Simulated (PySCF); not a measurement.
Compound: C7H13N.
Atom-mapped SMILES: `[CH3:1][C:2]([CH3:3])=[N:4][CH:5]1[CH2:6][CH2:7][CH2:8]1` (hydrogens: H9, H10, H11 on C1; H12, H13, H14 on C3; H15 on C5; H16, H17 on C6; H18, H19 on C7; H20, H21 on C8)

Geometry (PBE0-D3(BJ)/def2-SVP, Å), atoms numbered from 1 in this order:
```xyz
21
C7H13N angstrom
C     -1.7040   -0.0383    1.3143
C     -1.4987   -0.1660   -0.1753
C     -2.7311   -0.0607   -1.0241
N     -0.3752   -0.3214   -0.7535
C      0.8378   -0.3901    0.0009
C      1.5677    0.9404    0.3075
C      2.9003    0.2300    0.0102
C      2.1028   -0.8481   -0.7472
H     -1.4592    0.9872    1.6380
H     -1.0502   -0.7179    1.8808
H     -2.7471   -0.2362    1.5977
H     -3.2670    0.8818   -0.8207
H     -3.4332   -0.8798   -0.7937
H     -2.4560   -0.1041   -2.0852
H      0.7275   -0.9698    0.9388
H      1.4154    1.3987    1.2969
H      1.3231    1.6803   -0.4702
H      3.3675   -0.1671    0.9247
H      3.6618    0.7928   -0.5495
H      1.9963   -0.6065   -1.8153
H      2.4107   -1.8999   -0.6462
```

Linear response at CAM-B3LYP/def2-SVPD (PySCF, frozen core in the response, non-relativistic). Geometry: PBE0-D3(BJ)/def2-SVP, one conformer, isolated molecule.

Static isotropic polarisability: 91.97 au (13.63 Å³), principal values 75.4, 84.8, 115.7 au.

**Question.** What is the polarisability at 1064 nm and at the sodium D line?

**Answer.** 92.70 au at 1064 nm (+0.8 %), 94.45 au at 589.3 nm (+2.7 %). The rise at 589.3 nm is 3.37 times that at 1064 nm; a pure ω² law gives 3.26. The lowest singlet lies at 246 nm, shorter than both wavelengths.

**Question.** What is the isotropic C6 coefficient between two such molecules, C6 = (3/π)∫α(iω)² dω?

**Answer.** 3587 au (Eh·bohr⁶) by a ten-point quadrature over imaginary frequencies, which is 2140 eV·Å⁶ or 207 J·nm⁶/mol.

**Question.** Which effective excitation energy ω̄ makes London's formula C6 = (3/4)α²ω̄ exact here?

**Answer.** ω̄ = 4·C6/(3α²) = 0.565 Eh = 15.4 eV. A one-pole form α(ω) = α/(1 − ω²/ω̄²) fitted to the 1064 nm value gives 13.0 eV.

**Question.** What three-body coefficient follows from the one-pole estimate C9 = (3/4)·α·C6?

**Answer.** 247000 au. This is an estimate from the two numbers above, not a computed integral.

**Question.** What n − 1 at the D line would an ideal gas of it have at 273.15 K and 1 atm (2.6868 × 10¹⁹ cm⁻³), by n − 1 = 2π·N·α′?

**Answer.** 23.63 × 10⁻⁴, a formal value whether or not that pressure can be reached.

**Question.** How many electrons N does the Slater–Kirkwood formula C6 = (3/4)·√N·α^(3/2) need to give this C6?

**Answer.** N = (4·C6/3)²/α³ = 29.4; the species has 62 electrons in all.

The run took 95 s (grids of density and orbitals included) on an AMD EPYC 7R43 with one thread, shared host, and the process peaked at 1.4 GiB of memory. This is the whole response run at CAM-B3LYP/def2-SVPD, SCF included.
